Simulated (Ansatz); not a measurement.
C$_{6}$H$_{17}$NSi, triplet, at the geometry of the source list (a higher spin typed on purpose: for a closed-shell molecule this is an excited state); B3LYP/def2-SV(P) (Ansatz, a first-principles code).

Here is a job for Ansatz.
Ansatz 0.2 input:
```yaml
crystal:
  periodic: [false, false, false]
  atoms:
    - {symbol: Si, position_ang: [0.03210000, 2.47790000, -0.06580000]}
    - {symbol: N, position_ang: [0.03300000, 0.76430000, 0.07800000]}
    - {symbol: C, position_ang: [-1.24750000, 0.09910000, 0.27980000]}
    - {symbol: C, position_ang: [-1.59210000, -0.98850000, -0.73720000]}
    - {symbol: C, position_ang: [-1.42330000, -0.41910000, 1.71260000]}
    - {symbol: C, position_ang: [1.26850000, 0.04730000, -0.19680000]}
    - {symbol: C, position_ang: [1.42310000, -0.36120000, -1.66800000]}
    - {symbol: C, position_ang: [1.54450000, -1.14150000, 0.72250000]}
    - {symbol: H, position_ang: [1.34950000, 2.95320000, 0.35410000]}
    - {symbol: H, position_ang: [-1.00760000, 3.00150000, 0.82060000]}
    - {symbol: H, position_ang: [-0.23850000, 2.95350000, -1.43490000]}
    - {symbol: H, position_ang: [-1.99660000, 0.88870000, 0.14600000]}
    - {symbol: H, position_ang: [-0.95890000, -1.86360000, -0.62470000]}
    - {symbol: H, position_ang: [-2.62360000, -1.30020000, -0.58460000]}
    - {symbol: H, position_ang: [-1.49620000, -0.60440000, -1.74930000]}
    - {symbol: H, position_ang: [-0.83110000, -1.30790000, 1.90200000]}
    - {symbol: H, position_ang: [-2.46960000, -0.66480000, 1.88280000]}
    - {symbol: H, position_ang: [-1.12920000, 0.35550000, 2.41670000]}
    - {symbol: H, position_ang: [2.06050000, 0.78100000, -0.00110000]}
    - {symbol: H, position_ang: [0.77890000, -1.19390000, -1.93020000]}
    - {symbol: H, position_ang: [1.18370000, 0.48380000, -2.30920000]}
    - {symbol: H, position_ang: [2.45330000, -0.65730000, -1.85550000]}
    - {symbol: H, position_ang: [1.46760000, -0.83980000, 1.76340000]}
    - {symbol: H, position_ang: [2.55690000, -1.49760000, 0.54190000]}
    - {symbol: H, position_ang: [0.86270000, -1.96600000, 0.53670000]}
basis:
  gaussian:
    orbitals: def2-SV_P_.json
hamiltonian:
  xc: b3lyp
magnetization: {spin_polarized: true, initial_magnetization: 2}
```
The basis file holds def2-SV(P) in the JSON format of the Basis Set Exchange.

The log (banner, timings and long lists left out):

```
Functional definition: B3LYP
1730 factors; integrals over basis functions are off by at most 9.5e-4 eV
mean field evaluation 1: about -15838.7734 eV, gradient 5.3e1 eV
mean field evaluation 2: about -15830.4704 eV, gradient 6.5e1 eV
mean field evaluation 4: about -15852.6733 eV, gradient 3.8e0 eV
mean field evaluation 8: about -15853.1644 eV, gradient 1.5e-1 eV
mean field evaluation 16: about -15853.1648 eV, gradient 9.4e-4 eV
mean field evaluation 32: about -15853.0515 eV, gradient 1.7e0 eV
mean field -15853.16479229 eV, -582.5930604557 hartree, gradient 1.2e-5 eV, S^2 2.004828; 5 other end points of the search recorded, 0 dependent functions left out
reference -15853.16511522 eV, -582.5930723231 hartree; 38, 36 occupied and 112, 114 virtual orbitals, 1730 factors
Total energy: -15853.16511522 eV, -582.5930723231 hartree
```
